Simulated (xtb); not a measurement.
F3GeHSe, SMILES [F][Ge]([F])([F])[SeH]. All values are semi-empirical tight-binding results from xtb (GFN2-xTB unless named), good for trends rather than for accurate numbers. The structure is a stationary point at GFN2-xTB. This is a generated structure with no PubChem entry under its InChIKey; it may be hypothetical. Other conformers were not sampled.

A frequency run showed that this geometry is not a minimum.

For metal compounds this method's bond lengths and energies can be far off.

```yaml
point_group_as_xtb_finds_it: Cs
orbital_gap: 3.59 eV
```
